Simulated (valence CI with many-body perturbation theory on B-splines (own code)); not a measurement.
Pt72+ in three bases

Calculated by valence CI with perturbative core correlation (CI+MBPT): four valence electrons over a frozen Dirac-Fock core [He], a basis of 9 s, 9 p, 8 d, 6 f, 3 g, 1 h functions for each j, with the one-electron correlation potential Σ1 (screened to all orders), the two-electron term Σ2, the three-electron term Σ3, Breit, model QED; selected single and double excitations, second order for the rest, scaled by the run's own slope (own B-spline code, finite nucleus).

The last digits are not significant, and no measured levels were compared; by estimate large intervals hold to a few tenths of a per cent, small ones and those within an open d or f shell to about a per cent.

The reference run has the lowest level (2s^2 2p1/2^2) J=0 and an ionisation energy of 20837.9 eV. Its largest variational space holds 20000 state functions.

Levels are named by their leading jj configuration (3d3/2^4 stands for four electrons in 3d with j = 3/2), which in mixed levels can hold well under half, so a name can repeat and another be missing. Letters in brackets count levels of one name in rising energy.

Changed runs:
A. basis 6 s, 6 p, 5 d, 3 f, 1 g
B. basis 5 s, 5 p, 4 d, 2 f

Excitation energies of the reference run in eV, and shifts in cm⁻¹:

| Level | Reference | A | B |
| --- | --- | --- | --- |
| (2s^2 2p1/2 2p3/2) J=1 | 1804.7 | +156 | -95 |
| (2s^2 2p1/2 2p3/2) J=2 | 1822.9 | +328 | +315 |
| (2s 2p1/2^2 2p3/2) J=2 | 2134.8 | +1.1 | -431 |
| (2s 2p1/2^2 2p3/2) J=1 | 2229.3 | +69 | -33 |
| (2s^2 2p3/2^2) J=2 | 3655.5 | +339 | +84 |
| (2s^2 2p3/2^2) J=0 | 3723.6 | +250 | +215 |
| (2s 2p1/2 2p3/2^2) J=2 [a] | 3909.0 | +12 | -753 |
| (2s 2p1/2 2p3/2^2) J=3 | 3954.5 | +367 | -11 |
| (2s 2p1/2 2p3/2^2) J=0 | 4024.2 | -18 | -351 |
| (2s 2p1/2 2p3/2^2) J=1 [a] | 4048.5 | +231 | -76 |
| (2s 2p1/2 2p3/2^2) J=2 [b] | 4057.0 | +372 | +308 |
| (2s 2p1/2 2p3/2^2) J=1 [b] | 4062.0 | +205 | +16 |
| Ionisation energy (eV) | 20837.9 | +0.032 | -0.061 |
